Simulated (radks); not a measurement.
Polarisability of the vanadium ion V3+, [Ar] 3d2, at imaginary frequency. All-electron calculation, non-relativistic Kohn-Sham, exchange-only LDA, spin-unpolarised, spherical densities, point nucleus. Program: a radial shooting solver on a logarithmic mesh with Libxc functionals. Response by self-consistent Sternheimer equations with the Hartree and adiabatic exchange-only LDA kernel.

w (hartree)  alpha1(iw) (bohr^3)
0.00266                    2.404
0.0143                     2.403
0.0360                     2.400
0.0697                     2.392
0.118                      2.370
0.186                      2.325
0.280                      2.241
0.413                      2.101
0.605                      1.896
0.892                      1.616
1.35                       1.257
2.12                      0.8363
3.59                      0.4371
6.94                      0.1631
17.5                     0.03653

Static values: alpha1 = 2.404 bohr^3 (0.3562 angstrom^3; uncoupled 3.249). C6 = 6.187, triple-dipole C9 = 10.26 atomic units. One-pole (London) frequency 4 C6 / (3 alpha1^2) = 1.428 hartree, against 1.315 for minus the highest occupied eigenvalue. The dipole shielding factor is 0.870, as the force sum rule N/Z = 0.870 demands.
